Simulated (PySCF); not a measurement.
1,3-cyclohexadiene (C6H8), SMILES C1=CCCC=C1. Geometry optimised at ωB97X-D3(BJ)/def2-SVP. The values are those of a single conformer.

Computed equilibrium geometry at ωB97X-D3(BJ)/def2-SVP (PySCF confirms it by a frequency run) as Cartesian coordinates in Å, and its point group (one conformer of several):
point group C2.
```xyz
14

C      0.0628    -1.4225     0.1100
C      0.1105    -0.7289     1.2579
C     -0.1105     0.7289     1.2579
C     -0.0628     1.4225     0.1100
C      0.2524     0.7234    -1.1918
C     -0.2524    -0.7234    -1.1918
H      0.1939    -2.5098     0.1106
H      0.2934    -1.2357     2.2105
H     -0.2934     1.2357     2.2105
H     -0.1939     2.5098     0.1106
H      1.3517     0.7333    -1.3319
H     -0.1710     1.2753    -2.0455
H      0.1710    -1.2753    -2.0455
H     -1.3517    -0.7333    -1.3319
```
